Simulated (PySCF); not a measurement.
BP86 on La⁻ (lanthanum, charge -1), [Xe] 5d2 6s2, high-spin 3F determinant. Calculation: PySCF 2.14, in def2-TZVPPD with the def2 core potential (46 electrons) (6s5p3d2f1g, 59 functions); scalar relativity through the core potential.

```
cycle= 1 E= -31.5638793549955  delta_E= -0.00809  |g|= 0.0232  |ddm|= 1.17
cycle= 2 E= -31.5638041033278  delta_E= 7.53e-05  |g|= 0.0274  |ddm|= 0.262
cycle= 3 E= -31.564711661438  delta_E= -0.000908  |g|= 0.000869  |ddm|= 0.172
cycle= 4 E= -31.5647152741932  delta_E= -3.61e-06  |g|= 9.63e-05  |ddm|= 0.0284
cycle= 5 E= -31.5647153062755  delta_E= -3.21e-08  |g|= 2.57e-05  |ddm|= 0.00297
cycle= 6 E= -31.5647153075343  delta_E= -1.26e-09  |g|= 1.18e-06  |ddm|= 0.000227
cycle= 7 E= -31.5647153075366  delta_E= -2.35e-12  |g|= 5.49e-08  |ddm|= 1.5e-05
converged SCF energy = -31.5647153075366  <S^2> = 2.0092361  2S+1 = 3.0061511
```

Highest occupied orbital energy: 1.607 eV; ⟨L²⟩ = 12.02; populations by l: s 4.00, p 6.00, d 2.00, f 0.00.

Task: Can this result be used?

Result: With care. The calculation finished and met its thresholds. Energies and moments cover only the electrons outside the core potential. Spin-orbit coupling, absent here, splits the open shell strongly. At BP86 the highest occupied level has a positive energy, so only the finite basis holds that electron; in a semilocal or global hybrid functional this comes from self-interaction and does not mean that the real anion is unbound.
